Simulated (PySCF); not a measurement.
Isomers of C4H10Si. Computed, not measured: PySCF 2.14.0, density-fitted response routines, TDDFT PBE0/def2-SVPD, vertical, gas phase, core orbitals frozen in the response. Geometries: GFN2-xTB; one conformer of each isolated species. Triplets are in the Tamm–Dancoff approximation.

A. `C=C[SiH](C)C`
B. `C=C[C@H](C)[SiH3]`
C. `CC[C@H]1C[SiH2]1`

Lowest singlet levels (six at most, fewer where fewer were computed) with oscillator strengths:

1. 190 nm (f 0.173); 186 nm (f 0.171); 171 nm (f 0.022); 169 nm (f 0.076); 166 nm (f 0.020); 166 nm (f 0.008); T1 4.26 eV
2. 203 nm (f 0.213); 202 nm (f 0.003); 188 nm (f 0.035); 184 nm (f 0.020); 179 nm (f 0.013); 174 nm (f 0.018); T1 4.67 eV
3. 191 nm (f 0.005); 180 nm (f 0.297); 169 nm (f 0.007); 166 nm (f 0.053); 163 nm (f 0.008); 158 nm (f 0.096); T1 4.25 eV

Problem. Match each spectrum to its molecule.

Solution. 1 = B, 2 = C, 3 = A.
- A: S1 at 6.49 eV, HOMO-1→LUMO (96%); Löwdin shares by element: HOMO carbon 76% or more, silicon 7% (atoms not listed hold the other 17%); LUMO carbon 67% or more, silicon 9%, hydrogen 5% or more (atoms not listed hold the other 19%); HOMO -7.72 and LUMO -0.28 eV.
- B: S1 at 6.54 eV, HOMO→LUMO (59%), HOMO→LUMO+1 (36%); Löwdin shares by element: HOMO carbon 73% or more, silicon 9% (atoms not listed hold the other 18%); LUMO carbon 62% or more, silicon 10% (atoms not listed hold the other 27%); HOMO -7.12 and LUMO 0.08 eV.
- C: S1 at 6.10 eV, HOMO→LUMO (93%); Löwdin shares by element: HOMO carbon 51% or more, silicon 30% (atoms not listed hold the other 19%); LUMO silicon 38%, hydrogen 23% or more, carbon 13% or more (atoms not listed hold the other 26%); HOMO -6.61 and LUMO 0.28 eV.
A and B have S1 within 0.05 eV of each other; their strongest listed levels stand at 6.91 eV (f 0.297) and 6.54 eV (f 0.173).
